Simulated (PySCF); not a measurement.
Compound: C7H11O3S (charge -1).
SMILES with atom numbers: `[CH3:1][C@@H:2]1[C@@H:3]2[CH2:4][C@H:5]1[C@H:6]([S:7](=[O:8])(=[O:9])[O-:10])[CH2:11]2` (hydrogens: H12, H13, H14 on C1; H15 on C2; H16 on C3; H17, H18 on C4; H19 on C5; H20 on C6; H21, H22 on C11)

Method used: PBE0-D3(BJ)/def2-SVP geometry optimisation, gas phase in PySCF 2.14.0.

**Question.** List the bond lengths, angles and torsions at this level.

**Answer.** 
```csv
bond,length (bohr)
C1–C2,2.862
C2–C3,2.938
C3–C4,2.922
C4–C5,2.923
C5–C6,2.894
C6–S7,3.439
S7=O8,2.813
S7=O9,2.795
S7–O10,2.797
C6–C11,2.924
C2–C5,2.937
C3–C11,2.900
"C1–H12, C1–H13, C1–H14",2.083
C2–H15,2.081
C3–H16,2.084
C4–H17,2.087
C4–H18,2.078
C5–H19,2.075
C6–H20,2.079
C11–H21,2.079
C11–H22,2.082
```

Bonds in one row agree within 0.02 bohr and their mean is given. A selection of angles:
```csv
angle,degrees
C1–C2–C3,117.6
C1–C2–C5,117.3
C3–C2–C5,81.8
C2–C3–C4,87.1
C2–C3–C11,101.4
C4–C3–C11,101.8
C3–C4–C5,82.3
C4–C5–C6,100.8
C2–C5–C4,87.0
C2–C5–C6,102.0
C5–C6–S7,115.6
C5–C6–C11,99.5
S7–C6–C11,113.9
C6–S7–O8,106.0
C6–S7–O9,103.1
C6–S7–O10,103.5
O8–S7–O9,113.4
O8–S7–O10,114.1
O9–S7–O10,115.1
C3–C11–C6,98.8
```

Dihedral angles: C1–C2–C3–C4 -82° (synclinal); C2–C3–C4–C5 -34° (synclinal); C3–C4–C5–C6 -67° (synclinal); C4–C5–C6–S7 168° (antiperiplanar); C5–C6–S7–O8 -68° (synclinal); C5–C6–C11–C3 -2° (synperiplanar); C1–C2–C5–C4 83° (synclinal); C2–C3–C11–C6 46° (synclinal).

S7 (sulfonyl sulfur) is distorted tetrahedral (angles from 103.1° to 115.1°). The 5-membered ring C3–C4–C5–C6–C11 has internal angles of 82.3° to 101.8°; it is puckered, 0.33 Å rms from its mean plane, widest ring torsion 67°. The 8 C–C bonds span 1.514 Å (C1–C2, drawn single) to 1.555 Å (C2–C3, drawn single), a spread of 0.041 Å. The 4-membered ring C2–C3–C4–C5 has internal angles of 81.8° to 87.1° (sum 338°, against 360° for a flat polygon); it is puckered, 0.24 Å rms from its mean plane, widest ring torsion 34°. Of the pairs four or more bonds apart, O8···H15 is among the closest relative to their van der Waals radii: 2.15 Å, 79 % of the sum of Bondi's values. The 5-membered ring C2–C3–C11–C6–C5 has internal angles of 81.8° to 102.0°; it is puckered, 0.33 Å rms from its mean plane, widest ring torsion 67°.

Point group: C1 (no symmetry element, even within 0.4 Å). Stationary, but not proved a minimum.

Cost: about 9 min of CPU time on one thread; the machine was shared, so the figure is rough. These figures are those of the optimisation.

One conformer stands for the species.
